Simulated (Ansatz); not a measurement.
Basis sets compared for Si(NMe2)H3 (C₂H₉NSi). Charge 0, multiplicity 1. Geometry PBE-D4/def2-SVP. Ansatz on 2 threads of Arm Neoverse V1 on a shared host; times are rough, and most runs start from earlier orbitals.

Cartesian coordinates in Å:
```
C -0.721 -0.080 -1.297
C 1.440 -0.306 -0.197
N 0.072 0.168 -0.108
Si -0.693 0.409 1.447
H -0.239 0.376 -2.193
H -1.728 0.372 -1.195
H -0.860 -1.168 -1.520
H 2.013 -0.019 0.708
H 1.520 -1.417 -0.309
H 1.957 0.146 -1.076
H -1.893 1.292 1.234
H 0.311 1.068 2.354
H -1.179 -0.843 2.153
```

Another isomer (singlet) lies 0.73 eV lower at PBE0-D4/def2-TZVP; other spin states weren't run for this one.

Binding counts from free atoms (C triplet, N quartet, Si triplet, H doublet) in the same basis, without a counterpoise term.

```tsv
level	functions	energy (Eh)	HOMO (eV)	LUMO (eV)	binding per atom (eV)	wall time
PBE-D4/def2-SVP	105	-425.3411	-4.93	0.09	3.68	1.5 s
PBE0-D4/def2-SVP	105	-425.3954	-6.27	0.97	3.64	1.8 s
```

**Question.** Estimate the rows for PBE-D4/def2-TZVP (with forces), PBE0-D4/def2-TZVP.

**Answer.** 
| level | functions | energy (Eh) | HOMO (eV) | LUMO (eV) | binding per atom (eV) | wall time |
| --- | --- | --- | --- | --- | --- | --- |
| PBE-D4/def2-TZVP (with forces) | 184 | -425.5955 | -5.08 | -0.35 | 3.67 | 3.1 s |
| PBE0-D4/def2-TZVP | 184 | -425.6451 | -6.38 | 0.49 | 3.62 | 3.2 s |
